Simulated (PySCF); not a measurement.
C2H3O, doublet, geometry from GFN2-xTB; B3LYP/6-31G in PySCF.

Here is a job for PySCF.
```python
from pyscf import gto, scf, dft

mol = gto.Mole()
mol.atom = '''
    C    -0.98280623   -0.64031730    0.00918186
    C     0.00892753    0.45680593    0.00356209
    H    -0.51469410   -1.62955370   -0.00565307
    H    -1.60234727   -0.53869636    0.89822118
    H    -1.62802750   -0.52448715   -0.85962290
    O     1.19854263    0.47422569   -0.01367611
'''
mol.basis = '6-31g'
mol.spin = 1
mol.verbose = 4
mol.build()

mf = dft.UKS(mol)
mf.xc = 'b3lyp'
mf.kernel()
```

Output, abridged:

```
PySCF version 2.14.0

[INPUT] verbose = 4
[INPUT] num. atoms = 6
[INPUT] num. electrons = 23
[INPUT] charge = 0
[INPUT] spin (= nelec alpha-beta = 2S) = 1
[INPUT] symmetry False subgroup None
[INPUT] Mole.unit = angstrom
[INPUT] Symbol           X                Y                Z      unit          X                Y                Z       unit  Magmom
[INPUT]  1 C     -0.982806230000  -0.640317300000   0.009181860000 AA   -1.857234608216  -1.210024329821   0.017351200714 Bohr   0.0
[INPUT]  2 C      0.008927530000   0.456805930000   0.003562090000 AA    0.016870586669   0.863238099777   0.006731374531 Bohr   0.0
[INPUT]  3 H     -0.514694100000  -1.629553700000  -0.005653070000 AA   -0.972630886930  -3.079410198272  -0.010682754063 Bohr   0.0
[INPUT]  4 H     -1.602347270000  -0.538696360000   0.898221180000 AA   -3.027997496745  -1.017988584700   1.697392029484 Bohr   0.0
[INPUT]  5 H     -1.628027500000  -0.524487150000  -0.859622900000 AA   -3.076526098260  -0.991137069354  -1.624451851404 Bohr   0.0
[INPUT]  6 O      1.198542630000   0.474225690000  -0.013676110000 AA    2.264917319316   0.896156675333  -0.025844102349 Bohr   0.0

nuclear repulsion = 63.0124548073765
number of shells = 21
number of NR pGTOs = 78
number of NR cGTOs = 33
basis = 6-31g
ecp = {}

******** <class 'pyscf.dft.uks.UKS'> ********
method = UKS
initial guess = minao
damping factor = 0
level_shift factor = 0
DIIS = <class 'pyscf.scf.diis.CDIIS'>
diis_start_cycle = 1
diis_space = 8
diis_damp = 0
SCF conv_tol = 1e-09
SCF conv_tol_grad = None
SCF max_cycles = 50
direct_scf = True
direct_scf_tol = 1e-13
number electrons alpha = 12  beta = 11
XC library pyscf.dft.libxc version 7.1.2
    S. Lehtola, C. Steigemann, M. J. T. Oliveira, and M. A. L. Marques,  SoftwareX 7, 1–5 (2018)
XC functionals = b3lyp
    P. J. Stephens, F. J. Devlin, C. F. Chabalowski, and M. J. Frisch,  J. Phys. Chem. 98, 11623 (1994)
radial grids:
    Treutler-Ahlrichs [JCP 102, 346 (1995); DOI:10.1063/1.469408] (M4) radial grids

becke partition: Becke, JCP 88, 2547 (1988); DOI:10.1063/1.454033
pruning grids: <function nwchem_prune>
grids dens level: 3
symmetrized grids: False
atomic radii adjust function: <function treutler_atomic_radii_adjust>
small_rho_cutoff = 0
Set gradient conv threshold to 3.16228e-05
tot grids = 71744
init E= -153.403824258593

cycle= 1 E= -153.01552725286  delta_E= 0.388  |g|= 0.51  |ddm|=  1.8
cycle= 2 E= -152.409411240044  delta_E= 0.606  |g|= 1.31  |ddm|= 1.67
cycle= 3 E= -153.123300271013  delta_E= -0.714  |g|= 0.0921  |ddm|= 1.37
cycle= 4 E= -153.127383607063  delta_E= -0.00408  |g|= 0.0335  |ddm|= 0.119
cycle= 5 E= -153.127920210756  delta_E= -0.000537  |g|= 0.00729  |ddm|= 0.0352
cycle= 6 E= -153.12794824017  delta_E= -2.8e-05  |g|= 0.00198  |ddm|= 0.00807
cycle= 7 E= -153.12795056246  delta_E= -2.32e-06  |g|= 0.000254  |ddm|= 0.0045
cycle= 8 E= -153.127950710174  delta_E= -1.48e-07  |g|= 0.000113  |ddm|= 0.000782
cycle= 9 E= -153.127950741067  delta_E= -3.09e-08  |g|= 4.2e-05  |ddm|= 0.000311
cycle= 10 E= -153.127950747215  delta_E= -6.15e-09  |g|= 9.44e-06  |ddm|= 0.000189
cycle= 11 E= -153.127950747387  delta_E= -1.72e-10  |g|= 1.21e-06  |ddm|= 2.95e-05
Extra cycle  E= -153.127950747388  delta_E= -8.53e-13  |g|= 1.48e-06  |ddm|= 3.02e-06
converged SCF energy = -153.127950747388  <S^2> = 0.75195748  2S+1 = 2.0019565
```
